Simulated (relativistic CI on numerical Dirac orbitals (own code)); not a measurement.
## Energy levels of Gd³⁸⁺

Computed by Dirac-Coulomb-Breit CI, separate exchange-only KLI orbitals for each configuration, QED by a radiative potential, unscaled Slater integrals (own radial code, finite nucleus).

CI space (outside the closed core [Ne]): 3s2 3p6 3d8, 3s2 3p5 3d9, 3s2 3p4 3d10, 3s 3p6 3d9, 3p6 3d10, 3s 3p5 3d10, 3s2 3p6 3d7 4s, 3s2 3p6 3d7 4p, 3s2 3p6 3d7 4d, 3s2 3p4 3d9 4s, 3s2 3p4 3d9 4p, 3s2 3p5 3d8 4s, 3s2 3p6 3d7 4f, 3s2 3p4 3d9 4d, 3s 3p5 3d9 4s, 3s2 3p5 3d8 4p. Levels of other configurations are missing.

The lowest level is 3s2 3p6 3d8 3F_4, with 90 % of that term; Hund's rules for 3s2 3p6 3d8 give 3F with J = 4, in agreement.

| No. | Configuration | Term | J | E (Ry) | % | Landé g | Lifetime (s) |
| --- | --- | --- | --- | --- | --- | --- | --- |
| 1 | 3s2 3p6 3d8 | 3F | 4 | 0.0000 | 90 | 1.218 |  |
| 2 | 3s2 3p6 3d8 | 1D | 2 | 0.5445 | 50 | 1.151 | 2.28e+01 |
| 3 | 3s2 3p6 3d8 | 3P | 0 | 1.6452 | 59 |  | 1.38e-01 |
| 4 | 3s2 3p6 3d8 | 3F | 3 | 2.2897 | 100 | 1.076 | 2.57e-06 |
| 5 | 3s2 3p6 3d8 | 3P | 2 | 2.8457 | 52 | 1.136 | 4.52e-06 |
| 6 | 3s2 3p6 3d8 | 3P | 1 | 3.1627 | 100 | 1.494 | 3.93e-06 |
| 7 | 3s2 3p6 3d8 | 1G | 4 | 3.2428 | 90 | 1.017 | 7.33e-06 |
| 8 | 3s2 3p6 3d8 | 3F | 2 | 5.0073 | 54 | 0.856 | 1.51e-06 |
| 9 | 3s2 3p6 3d8 | 1S | 0 | 6.5131 | 59 |  | 9.11e-07 |
| 10 | 3s2 3p5 3d9 | 3F° | 4 | 24.0328 | 100 | 1.243 | 2.60e-12 |
| 11 | 3s2 3p5 3d9 | 1D° | 2 | 24.5943 | 58 | 1.138 | 1.34e-12 |
| 12 | 3s2 3p5 3d9 | 3D° | 3 | 25.5121 | 78 | 1.264 | 7.03e-13 |
| 13 | 3s2 3p5 3d9 | 3P° | 1 | 26.2107 | 51 | 1.227 | 9.15e-13 |
| 14 | 3s2 3p5 3d9 | 3D° | 2 | 27.2992 | 55 | 1.106 | 9.06e-13 |
| 15 | 3s2 3p5 3d9 | 3P° | 0 | 27.6952 | 100 |  | 1.06e-12 |
| 16 | 3s2 3p5 3d9 | 3D° | 1 | 27.8753 | 50 | 0.908 | 8.08e-13 |
| 17 | 3s2 3p5 3d9 | 3F° | 3 | 27.8848 | 56 | 1.042 | 9.28e-13 |
| 18 | 3s2 3p5 3d9 | 3P° | 2 | 36.3332 | 49 | 1.293 | 3.78e-13 |
| 19 | 3s2 3p5 3d9 | 1F° | 3 | 36.9271 | 49 | 1.087 | 3.09e-13 |
| 20 | 3s2 3p5 3d9 | 3F° | 2 | 37.7293 | 73 | 0.764 | 7.97e-13 |
| 21 | 3s2 3p5 3d9 | 3D° | 1 | 39.6445 | 45 | 0.843 | 3.15e-13 |
| 22 | 3s2 3p4 3d10 | 3P | 2 | 49.3269 | 35 | 1.188 | 6.79e-13 |
| 23 | 3s 3p6 3d9 | 3D | 3 | 49.8060 | 100 | 1.326 | 5.78e-13 |
| 24 | 3s 3p6 3d9 | 3D | 2 | 50.8584 | 62 | 1.213 | 4.60e-13 |
| 25 | 3s2 3p4 3d10 | 1S | 0 | 51.4021 | 62 |  | 4.18e-13 |
| 26 | 3s 3p6 3d9 | 3D | 1 | 52.2526 | 100 | 0.492 | 6.05e-13 |
| 27 | 3s 3p6 3d9 | 1D | 2 | 53.0057 | 59 | 1.108 | 5.24e-13 |
| 28 | 3s2 3p4 3d10 | 3P | 1 | 61.1746 | 100 | 1.493 | 2.46e-13 |
| 29 | 3s2 3p4 3d10 | 1D | 2 | 62.1754 | 69 | 1.126 | 2.22e-13 |
| 30 | 3s2 3p4 3d10 | 3P | 0 | 73.1953 | 62 |  | 1.75e-13 |
| 31 | 3s 3p5 3d10 | 3P° | 2 | 73.9635 | 100 | 1.492 | 5.16e-13 |
| 32 | 3s 3p5 3d10 | 1P° | 1 | 76.0159 | 51 | 1.235 | 3.42e-13 |
| 33 | 3s2 3p6 3d7 4s | 5F | 5 | 81.4616 | 67 | 1.320 | 1.02e-09 |
| 34 | 3s2 3p6 3d7 4s | 3F | 4 | 81.6909 | 49 | 1.163 | 1.72e-10 |
| 35 | 3s2 3p6 3d7 4s | 3P | 2 | 82.3066 | 51 | 1.423 | 2.41e-10 |
| 36 | 3s2 3p6 3d7 4s | 3P | 1 | 82.3864 | 31 | 0.990 | 1.76e-10 |
| 37 | 3s2 3p6 3d7 4s | 3D | 3 | 82.6091 | 48 | 1.368 | 1.48e-10 |
| 38 | 3s2 3p6 3d7 4s | 1D | 2 | 82.7404 | 28 | 1.093 | 1.05e-10 |
| 39 | 3s2 3p6 3d7 4s | 5F | 4 | 83.7658 | 74 | 1.292 | 5.82e-10 |
| 40 | 3s2 3p6 3d7 4s | 3F | 3 | 83.9011 | 46 | 1.113 | 2.41e-10 |
| 41 | 3s2 3p6 3d7 4s | 3G | 5 | 84.2667 | 37 | 1.191 | 5.34e-10 |
| 42 | 3s2 3p6 3d7 4s | 3H | 4 | 84.3800 | 35 | 1.017 | 2.30e-10 |
| 43 | 3s2 3p6 3d7 4s | 5F | 1 | 84.3921 | 35 | 0.927 | 2.77e-10 |
| 44 | 3s2 3p6 3d7 4s | 5P | 2 | 84.4188 | 28 | 1.235 | 2.11e-10 |
| 45 | 3s2 3p6 3d7 4s | 5P | 3 | 84.4497 | 57 | 1.457 | 5.43e-10 |
| 46 | 3s2 3p6 3d7 4s | 3P | 2 | 84.6614 | 52 | 1.289 | 1.52e-10 |
| 47 | 3s2 3p6 3d7 4s | 3P | 1 | 84.6637 | 41 | 1.661 | 2.01e-10 |
| 48 | 3s2 3p6 3d7 4s | 3P | 0 | 84.7681 | 100 |  | 1.68e-10 |
| 49 | 3s2 3p6 3d7 4s | 3H | 6 | 84.7766 | 100 | 1.159 | 5.18e-10 |
| 50 | 3s2 3p6 3d7 4s | 1H | 5 | 84.8854 | 56 | 1.008 | 2.59e-10 |
| 51 | 3s2 3p6 3d7 4s | 3F | 4 | 85.1532 | 44 | 1.124 | 2.88e-10 |
| 52 | 3s2 3p6 3d7 4s | 3G | 3 | 85.1575 | 53 | 0.886 | 2.56e-10 |
| 53 | 3s 3p5 3d10 | 3P° | 0 | 85.2195 | 100 |  | 2.37e-13 |
| 54 | 3s2 3p6 3d7 4s | 3F | 2 | 85.5386 | 70 | 0.795 | 2.22e-10 |
| 55 | 3s2 3p6 3d7 4s | 3F | 3 | 85.5528 | 35 | 1.131 | 2.25e-10 |
| 56 | 3s2 3p6 3d7 4s | 3D | 1 | 86.4322 | 75 | 0.502 | 1.39e-10 |
| 57 | 3s2 3p6 3d7 4s | 3D | 2 | 86.4802 | 44 | 1.121 | 1.41e-10 |
| 58 | 3s2 3p6 3d7 4s | 3D | 3 | 86.5786 | 38 | 1.255 | 2.61e-10 |
| 59 | 3s 3p5 3d10 | 3P° | 1 | 86.6101 | 51 | 1.247 | 2.28e-13 |
| 60 | 3s2 3p6 3d7 4s | 1D | 2 | 86.6672 | 29 | 0.981 | 1.35e-10 |
| 61 | 3s2 3p6 3d7 4p | 5D° | 4 | 86.8275 | 34 | 1.300 | 1.63e-11 |
| 62 | 3s2 3p6 3d7 4s | 3P | 2 | 86.8588 | 34 | 1.339 | 2.01e-10 |
| 63 | 3s2 3p6 3d7 4s | 3P | 1 | 86.8894 | 43 | 1.236 | 1.95e-10 |
| 64 | 3s2 3p6 3d7 4p | 3G° | 5 | 86.9544 | 38 | 1.188 | 2.55e-11 |
| 65 | 3s2 3p6 3d7 4s | 3H | 4 | 87.1399 | 58 | 0.904 | 3.51e-10 |
| 66 | 3s2 3p6 3d7 4s | 3G | 5 | 87.1465 | 33 | 1.084 | 3.20e-10 |
| 67 | 3s2 3p6 3d7 4s | 3P | 1 | 87.1642 | 42 | 1.523 | 2.13e-10 |
| 68 | 3s2 3p6 3d7 4s | 3P | 0 | 87.2583 | 100 |  | 1.39e-10 |
| 69 | 3s2 3p6 3d7 4s | 3F | 4 | 87.3852 | 56 | 1.155 | 3.36e-10 |
| 70 | 3s2 3p6 3d7 4s | 1F | 3 | 87.4362 | 35 | 0.940 | 2.08e-10 |

Energies count from the lowest computed level; ° marks odd parity; lifetimes are radiative, by E1, M1, E2, M2 decay to levels of this space only.

The mean weight of the leading LS term, summed over parents, in these 70 levels is 60 %, and that of the leading jj configuration (from the same eigenvectors) 94 %, so jj coupling describes them better and the LS labels are nominal.

At this charge energies of transitions that change n are usually good to better than 1 %, and those within a shell (Δn = 0) to a few per cent. Terms inside the open d or f shell come out 10 to 20 % too wide with unscaled integrals.

LS names give the leading component of a level, which can be under half, so a name can repeat, a term be missing and a line seem to break the LS rules.
